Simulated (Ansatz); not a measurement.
Geometry optimisation, Ansatz 0.2.0, RKS PBE0/6-31G*.

The input (input.yaml):

```yaml
crystal:
  periodic: [false, false, false]
  atoms:
    - { symbol: Mg, position_ang: [-1.5121, -0.9172, -1.6036] }
    - { symbol: F, position_ang: [-1.5726, -1.5123, 0.6658] }
    - { symbol: Cl, position_ang: [-3.1229, 0.0452, -2.5792] }
    - { symbol: H, position_ang: [-0.5886, -0.8452, 0.4779] }
    - { symbol: O, position_ang: [0.2678, -0.1532, -0.1599] }
    - { symbol: Si, position_ang: [1.3905, 0.6769, 0.6313] }
    - { symbol: H, position_ang: [0.9124, 2.0431, 0.895] }
    - { symbol: H, position_ang: [1.6332, -0.0492, 1.8864] }
    - { symbol: H, position_ang: [2.5923, 0.712, -0.2136] }
basis:
  gaussian: { orbitals: "6-31G*" }
hamiltonian:
  xc: pbe0
relax:
  f_tol: 0.15
  max_steps: 25
  restrain:
    - { distance: [0, 4], at: 3.37, k: 30.0 }
    - { distance: [3, 1], at: 2.18, k: 30.0 }
    - { distance: [0, 1], at: 1.98, k: 30.0 }
    - { distance: [3, 4], at: 0.97, k: 30.0 }
```

Run as:

```bash
$ ansatz run input.yaml --threads 2 --pin off --max-ram 3072MiB --backend cpu --events-out ev --progress --plain --runs-dir out
```

Task: Where does it end, and by what steps?

Result: The run converged. The restraints hold the end off the free minimum. After 8 steps the energy has fallen by 0.949 eV (the restraints' own energy left out); Mg1 moved furthest, 1.00 Å. Joined: H4–O5 (1.27 → 0.97 Å).

| step | energy less start (eV) | largest force component (eV/Å) | accepted |
| --- | --- | --- | --- |
| 0 | 0.0000 | 3.595 | yes |
| 1 | 0.4493 | 5.954 | yes |
| 2 | 0.4397 | 4.791 | yes |
| 3 | 0.1696 | 4.181 | yes |
| 4 | -0.4142 | 2.935 | yes |
| 5 | -0.7599 | 2.517 | yes |
| 6 | -0.8461 | 2.516 | yes |
| 7 | -0.9086 | 2.051 | yes |
| 8 | -0.9489 | 2.217 | yes |

```xyz
9
Properties=species:S:1:pos:R:3
Mg -2.484 -0.970 -1.397
F -2.012 -1.750 0.273
Cl -3.328 -0.175 -3.241
H -0.103 -0.756 0.555
O 0.475 -0.207 0.003
Si 1.596 0.746 0.784
H 1.039 2.075 1.170
H 2.101 0.076 2.017
H 2.716 0.961 -0.165
```

Run time: 41 s on 2 threads of Intel(R) Xeon(R) Platinum 8259CL CPU @ 2.50GHz (Skylake/Cascade Lake), with other jobs on the host, peak memory 0.23 GiB.
